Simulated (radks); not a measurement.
Values are calculated unless marked as measured or tabulated.
Coulomb parameter of the 4d shell of the niobium ion Nb2+ in the model configuration [Kr] 4d2 5s1, as a second difference U = [E(n + 0.25) + E(n - 0.25) - 2 E(n)] / (0.25)^2 with all orbitals relaxed. "Bare": the charge of the atom changes with n. "Screened": the 5s shell takes up the change at fixed total charge, which measures U(4d,4d) + U(5s,5s) - 2 U(4d,5s). Level of theory: Dirac Kohn-Sham, LDA (Slater exchange, Perdew-Wang correlation), spin-unpolarised, spherical densities, point nucleus; open shells are shared between the two j in proportion to 2j + 1 (a radial shooting solver on a logarithmic mesh with Libxc functionals).

case,configuration,E - E(n) (eV)
start,[Kr] 4d2 5s1,0.000
bare +0.25,[Kr] 4d2.25 5s1,-5.158
bare -0.25,[Kr] 4d1.75 5s1,5.860
screened +0.25,[Kr] 4d2.25 5s0.75,-0.788
screened -0.25,[Kr] 4d1.75 5s1.25,0.872

U(bare) = 11.231 eV, U(screened by 5s) = 1.334 eV.
